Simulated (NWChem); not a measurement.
Species: C2H6BI; SMILES CB(C)I

Not confirmed as a minimum by frequencies. def2 effective core potentials on I; no spin-orbit coupling.

Problem. Give the equilibrium geometry at PBE0/def2-SVP with def2 effective core potentials on I (NWChem) as a Z-matrix, with the point group.

Solution. point group C2; any orientation.
```
B
C 1 1.5609
H 2 1.0982 1 115.07
H 2 1.1019 3 110.07 1 -127.78
H 2 1.1077 3 106.72 4 -114.79
C 1 1.5609 2 124.04 3 -153.65
H 6 1.0982 1 115.07 2 -153.65
H 6 1.1019 7 110.07 1 -127.78
H 6 1.1077 7 106.72 8 -114.79
I 1 2.1609 2 117.98 3 26.35
```
